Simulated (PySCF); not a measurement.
## F²⁺: ionisation energy

F²⁺ [He] 2s2 2p3 (4S) → F³⁺ [He] 2s2 2p2 (3P), as a difference of total energies. Computed with PySCF 2.14 in def2-QZVPPD (8s5p4d2f1g, 66 functions), with no relativity, point nucleus. Correlated levels: valence: 1s2 frozen; valence and next inner shell: nothing frozen. The calculations carry no spin-orbit coupling.

```
                                method  ionisation energy (eV)
                                   UHF                  62.261
                                   LDA                  63.188
                                   PBE                  62.859
                                  PBE0                  62.938
                                r2SCAN                  63.170
                                 TPSSh                  62.883
                               wB97M-V                  62.580
                                 HSE06                  62.928
                                  PW91                  62.996
                                  ROHF                  62.302
                         MP2 (valence)                  62.896
                     SCS-MP2 (valence)                  62.623
    MP2 (valence and next inner shell)                  62.928
SCS-MP2 (valence and next inner shell)                  62.648
```

Task: How much does correlation contribute at MP2 (valence and next inner shell)?

Result: 62.928 − (62.261) = 0.667 eV, measured against UHF.

A first-order spin-orbit estimate (lowest level to lowest level, LS coupling) adds -0.055 eV.

Errors of the correlated levels include the incompleteness of this basis and the frozen core.

For comparison: 62.708 eV (semi-empirical (NIST evaluation); NIST Atomic Spectra Database, ionization energies).
